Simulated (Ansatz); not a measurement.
Ansatz results at the PBE0-D4/def2-TZVP geometry: HOMO–LUMO gap (PBE0/def2-TZVPP) 7.00 eV; ideal-gas entropy at 298 K and 1 bar (rigid rotor, harmonic PBE0-D4/def2-TZVP) 357 J/(mol·K); HOMO energy (PBE0/def2-TZVPP) -6.77 eV.

Each molecule was computed in one conformer, which needn't be the lowest.

**Question.** Which molecule gave them?
A. `C#CN1CS[SiH2]1`
B. `CN[SiH2][SeH]`
C. `C=N[SiH](O)F`
D. `B[SiH2]Br`

**Answer.** B. The others give `B[SiH2]Br`: 5.24, 319, -8.04; `C#CN1CS[SiH2]1`: 5.76, 349, -6.56; `C=N[SiH](O)F`: 6.22, 341, -7.58.
